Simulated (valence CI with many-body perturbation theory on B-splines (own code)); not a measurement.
**Run record, Pb XVIII**

Computed by configuration interaction combined with many-body perturbation theory (CI+MBPT): five valence electrons over a frozen Dirac-Fock core [Kr] 4d10 4f14, a basis of 9 s, 9 p, 8 d, 6 f, 3 g, 1 h functions for each j, with the one-electron correlation potential Σ1 (screened to all orders), the two-electron term Σ2, the three-electron term Σ3, Breit, model QED; selected single and double excitations, second order for the rest (own B-spline code, finite nucleus).

Command, and the settings that its task file holds:

```sh
python run_cv.py task.json out
```

```
atom Pb  Z=82  mass_number=208  rms_radius_fm=5.5012
core [Kr] 4d10 4f14
valence 5s2 5p3
avg = 1
basis = M
breit = 1
cap = 40000
capref = 1200
cscale = 1
de = 0.0
dress = 0
eps = 2e-08
h = 0.27
hh = 1
l2 = 3
lcore = 6
maxit = 60
n2 = 5
natural = 1
nlev = 45
nno = [5, 5, 5, 4, 2, 1]
nroot = 26
nsp = [4, 4, 3, 2, 1, 0]
pt2 = 1
qed = 1
rpa = 1
s1 = 1
s2 = 1
s3 = 1
screen = 1
tol = 2e-05
```

Q: Roughly how long does this run take on one core of Arm Neoverse V1, and how much memory?

A: 110 s on 1 thread of Arm Neoverse V1, on a shared host, peak memory 0.8 GiB.

Log. The first blocks belong to the next ion, which gives the ionisation energy. Fields: 2J, parity (1 odd), roots, reference size, generating configurations, candidates as configurations/state functions, variational space P, stored matrix elements, Davidson steps; e2 is the range of second-order energies in hartree. The first line gives the box (bohr), its intervals, the orbitals and the steps of their self-consistent field. Window is the range of levels sought, series limit the energy at which the first omitted orbital would enter, core excitation an estimate of the first excitation out of the core, left out the lowest levels not solved, and shifts from estimates the range by which levels moved from their first estimate, all in cm⁻¹.

```
rmax 10.5 intervals 61 orbitals 63 references ['5s2 5p3', '5s 5p4', '5s2 5p2 5d', '5p5', '5s 5p3 5d'] scf 5 t 1.6
2J=0 par=0 roots 2 ref 16 generators 7 cand 9013/15192 P 1851/2597 nnz 8.9e+05 it 5
2J=0 par=0 roots 2 ref 16 generators 13 cand 14180/25658 P 2873/4241 nnz 1.5e+06 it 5
   second order: generators 29 cand 26945/51203 e2 -0.00004 -0.00003
reference levels 614, estimated 7, window 425074 1/cm; series limit 2300891, core excitation 531343
2J=3 par=1 roots 3 ref 55 generators 9 cand 17130/150327 P 2017/7999 nnz 7.9e+06 it 5
2J=3 par=1 roots 3 ref 55 generators 20 cand 32957/376758 P 4529/21478 nnz 4.1e+07 it 5
   second order: generators 44 cand 62449/822896 e2 -0.00020 -0.00015
2J=5 par=1 roots 1 ref 49 generators 4 cand 13937/145521 P 1543/7995 nnz 1e+07 it 5
2J=5 par=1 roots 1 ref 49 generators 12 cand 27772/329582 P 2873/16891 nnz 3.4e+07 it 5
   second order: generators 23 cand 46030/673054 e2 -0.00024 -0.00024
2J=1 par=1 roots 1 ref 35 generators 4 cand 11244/53661 P 2011/6872 nnz 6.7e+06 it 5
2J=1 par=1 roots 1 ref 35 generators 13 cand 28682/193852 P 3142/11268 nnz 1.3e+07 it 5
   second order: generators 23 cand 42238/292039 e2 -0.00016 -0.00016
left out: unestimated 631615, estimated 569389, shifts from estimates -100 to 9
operators 7.6
```

The Davidson iterations converged.

No measured levels were compared; by estimate levels hold to about 250 cm⁻¹ or 0.2 % of their energy and the worst to 1 %, as in measured heavy ions of charge 2 to 7. The list stops below the first excitations out of the core. Only levels of the ground parity were solved; by the run's estimate the other parity begins above the list, which can be wrong where configurations are misplaced.

```yaml
Valence_energy: -93.42749 hartree
Ionisation_energy: "412.95 eV (NIST: 427 ± 21 eV (theoretical))"
Reference_configurations_for_the_orbitals: 5s2 5p3, 5s 5p4, 5s2 5p2 5d, 5p5, 5s 5p3 5d
Radial_orbitals: 63
Box_radius: 10.47 bohr
Largest_variational_space: 21478
Lowest_levels: (5s^2 5p1/2^2 5p3/2) J=3/2 0.0, (5s^2 5p1/2 5p3/2^2) J=3/2 209660, (5s^2 5p1/2 5p3/2^2) J=5/2 230250, (5s^2 5p1/2 5p3/2^2) J=1/2 256400 cm⁻¹
```

Levels are named by their leading jj configuration (3d3/2^4 stands for four electrons in 3d with j = 3/2), which in mixed levels can hold well under half, so a name can repeat and another be missing.
